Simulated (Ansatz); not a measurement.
Reaction (hydrogenolysis of a Ge–Cl bond): `C[B](F)[GeH2][Cl]` + H₂ → `C[B](F)[GeH3]` + HCl

Gas-phase electronic energies from Ansatz, PBE0-D4/def2-TZVP geometries. CCSD(T)/CBS is the MP2 limit (def2-TZVPP, def2-QZVPP) plus CCSD(T) − MP2 in def2-TZVPP, frozen cores. This one scheme is used for every species. DFT in def2-TZVPP. HSE06 is defined as in plane-wave codes. For Ge outer-core shells are correlated without core-valence functions, which leaves a few kJ/mol of doubt a bond. Scalar relativity is left out up to krypton. Each species was taken in one conformer, which may not be the lowest.

Task: Is it downhill or uphill in electronic energy at CCSD(T)/CBS, and by how much? (An estimate is asked.)

Result: Ansatz gave: Uphill: ΔE = +55.3 kJ/mol.

Task: What do these levels give: B97M-V, PBE0-D4, r2SCAN0-D4, HSE06-D4, CAM-B3LYP-D4, ωB97M-V, PBE-QIDH, BLYP, r2SCAN, SCS-MP2/def2-QZVPP, MP2/CBS(def2), CCSD/CBS(def2)? (Best estimate.)

Result: Computed: B97M-V 54.8, PBE0-D4 56.6, r2SCAN0-D4 58.9, HSE06-D4 56.9, CAM-B3LYP-D4 53.9, ωB97M-V 58.1, PBE-QIDH 56.5, BLYP 51.9, r2SCAN 59.4, SCS-MP2/def2-QZVPP 59.8, MP2/CBS(def2) 64.2, CCSD/CBS(def2) 52.4 kJ/mol.

Largest T1 diagnostic among the species: 0.013.

The D4 term adds +7.9 kJ/mol with B3LYP and +4.3 kJ/mol with PBE0; it sums over pairs of atoms, weighted by their polarisabilities, and B3LYP, whose exchange is more repulsive, gets the larger term. At CCSD(T), def2-SVP lies −12.5 kJ/mol from the extrapolated value and def2-TZVPP −2.5 kJ/mol.

B3LYP here is the variant with VWN-RPA as its local correlation; programs differ in this.
